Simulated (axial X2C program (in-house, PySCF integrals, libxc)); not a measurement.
Spin–orbit effects down a group: molecules with Ga (ions), CCSD(T)

Calculated with an axial X2C code built on PySCF integrals, spin-free (one-electron X2C) or two-component (2c: spin–orbit coupling with atomic mean-field Coulomb and Gaunt terms, which also bring small scalar terms), in Dyall basis sets with cores contracted in-house; open shells are unrestricted.

Basis sets: Ga dyall-acv3z, O dyall-av3z, S dyall-av3z, Se dyall-acv3z, Te dyall-acv3z. Frozen shells (counts by l): GaO⁻ Ga 3s2p1d, O 1s, 10 electrons correlated; GaS⁻ Ga 3s2p1d, S 2s1p, 10 electrons correlated; GaSe⁻ Se 3s2p1d, Ga 3s2p1d, 10 electrons correlated; GaTe⁻ Te 4s3p2d, Ga 3s2p1d, 10 electrons correlated. Coupled cluster in natural virtuals with an MP2 remainder. Where the outer core of a metal is frozen, bonds come out longer and ionisation energies lower.

| molecule | spin-free state | Re (Å) | ωe (cm⁻¹) | De (eV) | 2c state | Re 2c (Å) | ωe 2c (cm⁻¹) | De 2c (eV) |
| --- | --- | --- | --- | --- | --- | --- | --- | --- |
| GaO⁻ | M_S = 0, Λ = 0 | 1.733 | 782.0 | 5.40 | Ω = 0 | 1.733 | 781.9 | 5.34 |
| GaS⁻ | M_S = 0, Λ = 0 | 2.154 | 440.3 | 4.24 | Ω = 0 | 2.154 | 440.1 | 4.17 |
| GaSe⁻ | M_S = 0, Λ = 0 | 2.283 | 310.8 | 3.90 | Ω = 0 | 2.284 | 310.3 | 3.76 |
| GaTe⁻ | M_S = 0, Λ = 0 | 2.507 | 247.9 | 3.38 | Ω = 0 | 2.509 | 246.5 | 3.15 |

Problem. Work out the shifts from the spin-free to the two-component result.

Solution. 

| molecule | 2c state | ΔRe (Å) | Δωe (cm⁻¹) | ΔDe (eV) |
| --- | --- | --- | --- | --- |
| GaO⁻ | Ω = 0 | 0.000 | noise | -0.06 |
| GaS⁻ | Ω = 0 | 0.000 | noise | -0.07 |
| GaSe⁻ | Ω = 0 | 0.001 | noise | -0.14 |
| GaTe⁻ | Ω = 0 | 0.002 | noise | -0.23 |

Shifts of one unit in the last digit are rounding. Where the truncated virtual spaces of the two runs make Δωe unreliable it is marked noise.

Fragments in 2c: Ga + O-, Ga + S-, Se- + Ga, Te- + Ga. Each entry is the lowest single determinant of a limited PBE0 search at one distance. De goes to single-determinant-based atoms at the same level (for ions the charge split of lowest energy) and is withheld (n/a) where an atom does not fit its ground term or J level. Main or longest-lived isotopes. One determinant is a doubtful description, or other states lie close, for GaO⁻; these need not be ground states, and all values refer to the states named.
